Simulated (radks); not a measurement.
Results of a calculation; reference values are marked as such.
Ho2+, 65 electrons, occupied as [Xe] 4f10 6p1 (not the ground configuration).

Level of theory: Dirac Kohn-Sham, PBE, spin-unpolarised, spherical densities, point nucleus; open shells fill j = l - 1/2 first (a radial shooting solver on a logarithmic mesh with Libxc functionals).

Energy parts (eV):
part                      energy
total                 -343611.39
kinetic                378163.28
electron-nucleus      -847253.03
Hartree                132851.36
exchange-correlation    -7373.00

Orbitals (lengths in bohr, moments of r in powers of bohr):
| orbital | occ. | eigenvalue (eV) | <1/r> |
|---|---|---|---|
| 1s1/2 | 2 | -55461.13 | 76.08 |
| 2s1/2 | 2 | -9292.097 | 18.26 |
| 2p1/2 | 2 | -8844.268 | 18.23 |
| 2p3/2 | 4 | -7987.332 | 15.88 |
| 3s1/2 | 2 | -2095.115 | 6.675 |
| 3p1/2 | 2 | -1899.379 | 6.590 |
| 3p3/2 | 4 | -1720.412 | 5.993 |
| 3d3/2 | 4 | -1385.182 | 5.876 |
| 3d5/2 | 6 | -1346.090 | 5.729 |
| 4s1/2 | 2 | -434.0386 | 2.794 |
| 4p1/2 | 2 | -356.3126 | 2.685 |
| 4p3/2 | 4 | -316.0710 | 2.480 |
| 4d3/2 | 4 | -188.1562 | 2.261 |
| 4d5/2 | 6 | -180.8345 | 2.210 |
| 5s1/2 | 2 | -72.1906 | 1.065 |
| 5p1/2 | 2 | -50.6185 | 0.9441 |
| 5p3/2 | 4 | -45.1544 | 0.8740 |
| 4f5/2 | 6 | -27.6934 | 1.673 |
| 4f7/2 | 4 | -26.6488 | 1.650 |
| 5d3/2 | 0 | -18.0231 | 0.5899 |
| 5d5/2 | 0 | -17.5648 | 0.5756 |
| 6s1/2 | 0 | -17.3929 | 0.3975 |
| 6p1/2 | 1 | -13.0097 | 0.3344 |
| 6p3/2 | 0 | -12.3059 | 0.3178 |

The highest occupied level is 6p1/2 at -13.010 eV. The configuration is held as typed, so some empty levels lie below it. The density falls to 0.001 e/bohr^3 at r = 4.46 bohr. Summed over all electrons, <r^2> = 49.86 bohr^2, which gives a Langevin (diamagnetic) susceptibility term of -39.5 x 10^-6 cm^3/mol.
